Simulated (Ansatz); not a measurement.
Consider the ligand exchange at the Hf–Se bond: `[OH][Hf]([OH])([SeH])[SeH]` + H–F → `[OH][Hf]([OH])([F])[SeH]` + H₂Se.

Computed with Ansatz on PBE0-D4/def2-TZVP structures; ΔE is electronic, products minus reactants. CCSD(T)/CBS adds triple-zeta CCSD(T) − MP2 to the extrapolated MP2 energy (def2 sets, frozen cores). This one scheme is used for every species. Functionals use def2-TZVPP. B3LYP here is the variant with VWN-RPA as its local correlation; programs differ in this. def2 core potentials past Kr. For Hf, Se outer-core shells are correlated without core-valence functions, which leaves a few kJ/mol of doubt a bond. Scalar relativity is left out up to krypton. Each species was taken in one conformer, which may not be the lowest.

Is it downhill or uphill in electronic energy at CCSD(T)/CBS, and by how much? (Estimate.)

Ansatz gave: Downhill: ΔE = -65.3 kJ/mol.

What do these levels give: PBE0-D4, B3LYP-D4, ωB97M-V, B2PLYP, PBE0, MP2/def2-TZVPP, CCSD(T)/def2-TZVPP, HF/def2-QZVPP, SCS-MP2/def2-QZVPP, HF/CBS(def2), MP2/CBS(def2), CCSD/CBS(def2)? (Best estimate.)

Ansatz gave: PBE0-D4 -69.1, B3LYP-D4 -80.9, ωB97M-V -80.2, B2PLYP -79.7, PBE0 -74.0, MP2/def2-TZVPP -58.6, CCSD(T)/def2-TZVPP -67.8, HF/def2-QZVPP -88.5, SCS-MP2/def2-QZVPP -68.5, HF/CBS(def2) -88.6, MP2/CBS(def2) -56.1, CCSD/CBS(def2) -69.7 kJ/mol.

Largest T1 diagnostic among the species: 0.014.

From PBE to PBE0 (25 % exact exchange), in def2-TZVPP and without D4, ΔE moves by +5.7 kJ/mol. In def2-TZVPP, CCSD(T) changes the Hartree–Fock value by +19.2 kJ/mol (the triples alone add +4.3 kJ/mol) and MP2 by +28.5 kJ/mol.
